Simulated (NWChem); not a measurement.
System: LiOH; SMILES [OH][Li]

NWChem input:

```
start job
memory heap 200 mb stack 900 mb global 1100 mb
geometry units angstroms noautosym nocenter noautoz
  Li    -0.768097    -0.718737    -0.660743
  O      0.191656     0.179366     0.164872
  H      0.780758     0.730534     0.671627
end
basis spherical
  * library aug-cc-pvtz
end
dft
  xc xpbe96 cpbe96
  iterations 150
end
property
  response 1 0.0
end
task dft property
```

Output (shortened):

```
             Northwest Computational Chemistry Package (NWChem) 7.3.0
             --------------------------------------------------------

                             Geometry "geometry" -> ""
                             -------------------------

 Output coordinates in angstroms (scale by  1.889725989 to convert to a.u.)

  No.       Tag          Charge          X              Y              Z
 ---- ---------------- ---------- -------------- -------------- --------------
    1 Li                   3.0000    -0.76809700    -0.71873700    -0.66074300
    2 O                    8.0000     0.19165600     0.17936600     0.16487200
    3 H                    1.0000     0.78075800     0.73053400     0.67162700

 Effective nuclear repulsion energy (a.u.)      13.2594402350

  pbe96 is a nonlocal functional; adding pw91lda local functional.
                              NWChem Property Module
                              ----------------------

                                 NWChem DFT Module
                                 -----------------

 Summary of "ao basis" -> "ao basis" (spherical)
 ------------------------------------------------------------------------------
       Tag                 Description            Shells   Functions and Types
 ---------------- ------------------------------  ------  ---------------------
 Li                       aug-cc-pvtz               14       46   5s4p3d2f
 O                        aug-cc-pvtz               14       46   5s4p3d2f
 H                        aug-cc-pvtz                9       23   4s3p2d

            General Information
            -------------------
          SCF calculation type: DFT
          Wavefunction type:  closed shell.
          No. of atoms     :     3
          No. of electrons :    12
           Alpha electrons :     6
            Beta electrons :     6
          Charge           :     0
          Spin multiplicity:     1
          Use of symmetry is: off; symmetry adaption is: off
          Maximum number of iterations: 150
          AO basis - number of functions:   115
                     number of shells:    37
          Convergence on energy requested:  1.00D-06
          Convergence on density requested:  1.00D-05
          Convergence on gradient requested:  5.00D-04

              XC Information
              --------------
          PerdewBurkeErnzerhof Exchange Functional  1.000
            Perdew 1991 LDA Correlation Functional  1.000 local
           PerdewBurkeErnz. Correlation Functional  1.000 non-local

             Grid Information
             ----------------
          Grid used for XC integration:  medium
          Radial quadrature: Mura-Knowles
          Angular quadrature: Lebedev.
          Tag              B.-S. Rad. Rad. Pts. Rad. Cut. Ang. Pts.
          ---              ---------- --------- --------- ---------
          Li                  1.45       49          17.0       434
          O                   0.60       49          12.0       434
          H                   0.35       45          16.0       434
          Grid pruning is: on
          Number of quadrature shells:   143
          Spatial weights used:  Erf1

      Superposition of Atomic Density Guess
      -------------------------------------

 Sum of atomic energies:         -82.71376613

      Non-variational initial energy
      ------------------------------

 Total energy =     -82.656762
 1-e energy   =    -138.879082
 2-e energy   =      42.962880
 HOMO         =      -0.506090
 LUMO         =      -0.059310

   convergence    iter        energy       DeltaE   RMS-Dens  Diis-err
 ---------------- ----- ----------------- --------- --------- ---------
 d= 0,ls=0.0,diis     1    -83.1802944312 -9.64D+01  2.06D-02  1.11D+00
 d= 0,ls=0.5,diis     2    -79.9696497300  3.21D+00  6.80D-03  1.58D+01
 d= 0,ls=0.5,diis     3    -81.2633689965 -1.29D+00  2.89D-03  8.96D+00
 d= 0,ls=0.5,diis     4    -81.8412171125 -5.78D-01  2.75D-03  5.32D+00
 d= 0,ls=0.5,diis     5    -82.2206356883 -3.79D-01  1.25D-02  2.56D+00
 d= 0,ls=0.5,diis     6    -83.1065394822 -8.86D-01  1.08D-03  2.05D+00
 d= 0,ls=0.5,diis     7    -83.0507443915  5.58D-02  4.52D-04  2.59D+00
  Resetting Diis
 d= 0,ls=0.5,diis     8    -83.0241429165  2.66D-02  2.33D-04  2.83D+00
 d= 0,ls=0.5,diis     9    -83.0204057990  3.74D-03  1.35D-02  2.83D+00
 d= 0,ls=0.5,diis    10    -83.0870430052 -6.66D-02  3.24D-03  2.92D+00
 d= 0,ls=0.5,diis    11    -83.2564546572 -1.69D-01  1.69D-03  5.81D-01
 d= 0,ls=0.5,diis    12    -83.2971125671 -4.07D-02  9.13D-04  1.12D-01
 d= 0,ls=0.5,diis    13    -83.3064370996 -9.32D-03  3.42D-04  1.54D-02
 d= 0,ls=0.5,diis    14    -83.3079614201 -1.52D-03  1.44D-04  2.10D-03
 d= 0,ls=0.5,diis    15    -83.3082046902 -2.43D-04  7.05D-05  5.05D-04
 d= 0,ls=0.5,diis    16    -83.3082657548 -6.11D-05  4.82D-05  1.75D-04
 d= 0,ls=0.5,diis    17    -83.3082857182 -2.00D-05  3.21D-05  7.35D-05
 d= 0,ls=0.5,diis    18    -83.3082941847 -8.47D-06  1.97D-05  2.79D-05
 d= 0,ls=0.5,diis    19    -83.3082975240 -3.34D-06  1.17D-05  1.15D-05
 d= 0,ls=0.5,diis    20    -83.3082988814 -1.36D-06  6.81D-06  5.51D-06
 d= 0,ls=0.5,diis    21    -83.3082995222 -6.41D-07  3.99D-06  2.59D-06

         Total DFT energy =      -83.308299827599
      One electron energy =     -141.520866986799
           Coulomb energy =       55.740686463193
    Exchange-Corr. energy =      -10.787559538972
 Nuclear repulsion energy =       13.259440234980

 Numeric. integr. density =       11.999998688388

                       DFT Final Molecular Orbital Analysis
                       ------------------------------------

 Vector    4  Occ=2.000000D+00  E=-3.333968D-01
              MO Center=  2.1D-01,  2.0D-01,  1.8D-01, r^2= 8.1D-01
   Bfn.  Coefficient  Atom+Function         Bfn.  Coefficient  Atom+Function
  ----- ------------  ---------------      ----- ------------  ---------------
     3      0.380109  1 Li s                 94     -0.333088  3 H  s
    51     -0.235218  2 O  s                 55     -0.206380  2 O  px
    56     -0.193096  2 O  py                52     -0.186776  2 O  px
    50      0.177217  2 O  s                 57     -0.177532  2 O  pz
    53     -0.174753  2 O  py                54     -0.160668  2 O  pz

 Vector    5  Occ=2.000000D+00  E=-1.789085D-01
              MO Center=  1.7D-01,  1.6D-01,  1.5D-01, r^2= 9.6D-01
   Bfn.  Coefficient  Atom+Function         Bfn.  Coefficient  Atom+Function
  ----- ------------  ---------------      ----- ------------  ---------------
    57      0.310818  2 O  pz                54      0.262066  2 O  pz
    55     -0.261797  2 O  px                60      0.255164  2 O  pz
    52     -0.220733  2 O  px                58     -0.214922  2 O  px
    63      0.142066  2 O  pz                61     -0.119661  2 O  px
     8      0.085278  1 Li pz                 6     -0.071831  1 Li px

 Vector    6  Occ=2.000000D+00  E=-1.789082D-01
              MO Center=  1.7D-01,  1.6D-01,  1.5D-01, r^2= 9.6D-01
   Bfn.  Coefficient  Atom+Function         Bfn.  Coefficient  Atom+Function
  ----- ------------  ---------------      ----- ------------  ---------------
    56      0.331483  2 O  py                53      0.279489  2 O  py
    59      0.272134  2 O  py                55     -0.183010  2 O  px
    52     -0.154305  2 O  px                62      0.151471  2 O  py
    58     -0.150254  2 O  px                57     -0.147792  2 O  pz
    54     -0.124611  2 O  pz                60     -0.121340  2 O  pz

 Vector    7  Occ=0.000000D+00  E=-4.965792D-02
              MO Center= -1.4D+00, -1.3D+00, -1.2D+00, r^2= 6.3D+00
   Bfn.  Coefficient  Atom+Function         Bfn.  Coefficient  Atom+Function
  ----- ------------  ---------------      ----- ------------  ---------------
     4      0.569919  1 Li s                  3      0.279102  1 Li s
     2      0.157711  1 Li s                  5      0.125209  1 Li s
     6     -0.114347  1 Li px                 7     -0.106999  1 Li py
     8     -0.098366  1 Li pz                 9     -0.086122  1 Li px
    96      0.086029  3 H  s                 10     -0.080589  1 Li py

 Vector    8  Occ=0.000000D+00  E= 5.210814D-03
              MO Center= -1.0D+00, -9.3D-01, -8.6D-01, r^2= 2.8D+01
   Bfn.  Coefficient  Atom+Function         Bfn.  Coefficient  Atom+Function
  ----- ------------  ---------------      ----- ------------  ---------------
    17      0.589594  1 Li pz                15     -0.496414  1 Li px
    63      0.194461  2 O  pz                61     -0.163727  2 O  px
    30     -0.137309  1 Li d  0              29     -0.084685  1 Li d -1
     8      0.081960  1 Li pz                32      0.075880  1 Li d  2
    28      0.074423  1 Li d -2               6     -0.069003  1 Li px

 Vector    9  Occ=0.000000D+00  E= 5.216553D-03
              MO Center= -1.0D+00, -9.3D-01, -8.6D-01, r^2= 2.8D+01
   Bfn.  Coefficient  Atom+Function         Bfn.  Coefficient  Atom+Function
  ----- ------------  ---------------      ----- ------------  ---------------
    16      0.628663  1 Li py                15     -0.347230  1 Li px
    17     -0.279947  1 Li pz                62      0.207340  2 O  py
    32      0.146179  1 Li d  2              61     -0.114531  2 O  px
    63     -0.092351  2 O  pz                31     -0.090420  1 Li d  1
     7      0.087423  1 Li py                30      0.065205  1 Li d  0

     Multipole analysis of the density
     ---------------------------------

     L   x y z        total         alpha         beta         nuclear
     -   - - -        -----         -----         ----         -------
     0   0 0 0     -0.000000     -6.000000     -6.000000     12.000000

     1   1 0 0     -1.035137     -0.526748     -0.526748      0.018359
     1   0 1 0     -0.968585     -0.493033     -0.493033      0.017482
     1   0 0 1     -0.890466     -0.453145     -0.453145      0.015825

     2   2 0 0     -4.474201     -7.010468     -7.010468      9.546734
     2   1 1 0      2.845796     -3.043722     -3.043722      8.933239
     2   1 0 1      2.617530     -2.797445     -2.797445      8.212419
     2   0 2 0     -4.851903     -6.605536     -6.605536      8.359168
     2   0 1 1      2.448076     -2.618297     -2.618297      7.684670
     2   0 0 2     -5.265399     -6.164998     -6.164998      7.064597

 *** CALLING NEW AORESP DRIVER FOR CLOSED AND OPEN SHELLS ***
 Entering AOResponse driver routine

--------------------------------------------------------------------------------

          -----------------------------------------------
          Solving response equations for perturbing field
          -----------------------------------------------

 number of frequencies:     1
 frequency in a.u.:  0.0000000E+00
 Perturbing field: electric
 Using El. Dipole Length Gauge

 Setting up CPKS with frequency omega =      0.00000000 a.u.

 STATIC response

                                NWChem CPHF Module
                                ------------------

  scftype          =     RHF
  nclosed          =        6
  nopen            =        0
  variables        =      654
  # of vectors     =        3
  tolerance        = 0.10D-03
  level shift      = 0.00D+00
  max iterations   =       50
  max subspace     =       30

 SCF residual:    1.5594186395988723E-003

Iterative solution of linear equations
  No. of variables      654
  No. of equations        3
  Maximum subspace       30
        Iterations       50
       Convergence  1.0D-04

   iter   nsub   residual    time
   ----  ------  --------  ---------
     1      3    1.11D+00      38.8
     2      6    6.41D-01      44.5
     3      9    3.76D-01      49.9
     4     12    2.16D-02      55.3
     5     15    9.41D-04      60.8
     6     18    8.81D-05      65.9

 Electric Dipole Response Matrix (nonzero elements):

              1        2        3
    1   21.5601  -0.1788  -0.1840
    2   -0.1788  21.5728  -0.1543
    3   -0.1840  -0.1543  21.6164

 ------------------------------------------
 average:        21.58310 + I       0.00000

 DFT Linear Response polarizability / au
 Frequency  =       0.0000000 / au
              X              Y              Z
 -----------------------------------------------
 X      21.5600789     -0.1787870     -0.1839693
 Y      -0.1787867     21.5728346     -0.1543051
 Z      -0.1839693     -0.1543053     21.6163851
 -----------------------------------------------
 Eigenvalues =      21.2363596     21.7385890     21.7743501
 Isotropic   =      21.5830996
 Anisotropic =       0.5210312
 -----------------------------------------------

 Magnetic Dipole Response Matrix (nonzero elements):

 Exiting AOResponse driver routine
```

Level: PBE/aug-cc-pVTZ. Geometry: optimised at PBE0/def2-SVP.
